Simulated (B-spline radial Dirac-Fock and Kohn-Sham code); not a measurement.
## Photoionisation of nickel ions at Ag Lα (2984.4 eV)

Method: the independent-particle Dirac-Slater model, thresholds from Dirac-Fock. Computed with an atomic code on a B-spline grid. Cross sections in kb; a dash marks an empty subshell or a threshold above the photon energy.

```csv
ion,configuration,total,2p1/2,3p1/2,3p3/2,3d3/2,4s
Ni,[Ar] 3d8 4s2,70.36,14.4,1.65,3.12,0.164,0.208
Ni⁺,[Ar] 3d9,70.05,14.4,1.62,3.06,0.170,–
Ni¹⁵⁺,[Ne] 3s2 3p1,69.67,14.8,0.455,0.871,–,–
Ni¹⁶⁺,[Ne] 3s2,68.81,14.9,–,–,–,–
Ni²²⁺,[He] 2s2 2p2,42.97,6.34,–,–,–,–
Ni²³⁺,[He] 2s2 2p1,35.04,3.36,–,–,–,–
```
